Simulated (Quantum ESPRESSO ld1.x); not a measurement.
The numbers below are computed, except where a source is named.
Problem. All-electron atom: Se VII in [Ar] 3d10 (the NIST ground configuration). Level of theory: Dirac Kohn-Sham, PBE, spin-unpolarised, spherical densities, point nucleus (ld1.x of Quantum ESPRESSO 7.5). Some entries of the table are withheld. Estimate them.

orbital  occ.  eigenvalue (eV)  r(max) (bohr)  <r^2> (bohr^2)
1s1/2       2       -12591.608            (1)             (2)
2s1/2       2              (3)          0.164         0.04519
2p1/2       2        -1529.904          0.129         0.03484
2p3/2       4        -1488.108          0.132         0.03630
3s1/2       2         -300.806          0.503             (4)
3p1/2       2         -244.195          0.495             (5)
3p3/2       4         -238.276          0.503             (6)
3d3/2       4              (7)          0.450          0.4619
3d5/2       6              (8)          0.454          0.4675

Solution. 
(1) 1s1/2 r(max) (bohr): 0.029
(2) 1s1/2 <r^2> (bohr^2): 0.002616
(3) 2s1/2 eigenvalue (eV): -1695.009
(4) 3s1/2 <r^2> (bohr^2): 0.3767
(5) 3p1/2 <r^2> (bohr^2): 0.3933
(6) 3p3/2 <r^2> (bohr^2): 0.4071
(7) 3d3/2 eigenvalue (eV): -140.419
(8) 3d5/2 eigenvalue (eV): -139.499
